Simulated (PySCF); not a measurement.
All of these have the formula C7H15NOSi. The calculation used PySCF, TDDFT B3LYP/def2-SVPD, vertical, gas phase, core orbitals frozen in the response. Geometries: PBE0-D3(BJ)/def2-SVP; one conformer of each isolated species. Triplets are in the Tamm–Dancoff approximation. 'Strongest' means the level of largest summed f among the lowest 10 singlets; it needn't be the same kind of state in each.

Question: Rank by computed lowest singlet excitation energy, lowest first.
A. `C=CC[C@@H]1CO[Si@@H](NC)C1`
B. `C=CO[SiH2]N1CCC[C@H]1C`
C. `C=C[C@H](C(=C)C)N(C)[SiH2]O`
D. `C1CCN([Si@@H]2CCCO2)C1`

Answer: C (5.17 eV), D (5.48 eV), B (5.70 eV), A (5.94 eV).

| SMILES | S1 (eV) | gap (eV) | LUMO (eV) | strongest (eV) | f (S1) | HOMO (eV) | S1 mainly |
| --- | --- | --- | --- | --- | --- | --- | --- |
| C=C[C@H](C(=C)C)N(C)[SiH2]O | 5.17 | 6.10 | -0.28 | 6.68 | 0.024 | -6.38 | H→L (94%) |
| C1CCN([Si@@H]2CCCO2)C1 | 5.48 | 6.30 | 0.28 | 5.96 | 0.007 | -6.02 | H→L (89%) |
| C=CO[SiH2]N1CCC[C@H]1C | 5.70 | 6.61 | 0.31 | 5.97 | 0.017 | -6.30 | H→L (97%) |
| C=CC[C@@H]1CO[Si@@H](NC)C1 | 5.94 | 6.56 | -0.07 | 7.07 | 0.008 | -6.63 | H→L+1 (72%) |

H and L stand for HOMO and LUMO.

- `C=C[C@H](C(=C)C)N(C)[SiH2]O`: Löwdin shares by element: HOMO nitrogen 52%, carbon 14% or more, silicon 6% (atoms not listed hold the other 27%); LUMO carbon 40% or more, silicon 7%, oxygen 6% (atoms not listed hold the other 46%).
- `C1CCN([Si@@H]2CCCO2)C1`: Löwdin shares by element: HOMO nitrogen 53%, carbon 16% or more, silicon 7% (atoms not listed hold the other 24%); LUMO carbon 22% or more, hydrogen 7% or more (atoms not listed hold the other 71%).
- `C=CO[SiH2]N1CCC[C@H]1C`: Löwdin shares by element: HOMO nitrogen 54%, carbon 18% or more, silicon 6% (atoms not listed hold the other 23%); LUMO silicon 16%, oxygen 8%, hydrogen 7% or more, carbon 6% or more (atoms not listed hold the other 63%).
- `C=CC[C@@H]1CO[Si@@H](NC)C1`: Löwdin shares by element: HOMO nitrogen 54%, carbon 12% or more, oxygen 9%, silicon 6% (atoms not listed hold the other 20%); LUMO carbon 66% or more, hydrogen 12% or more (atoms not listed hold the other 22%).

Without π bonds the low states are Rydberg-like; a valence basis with one diffuse set may place them up to an eV too high.
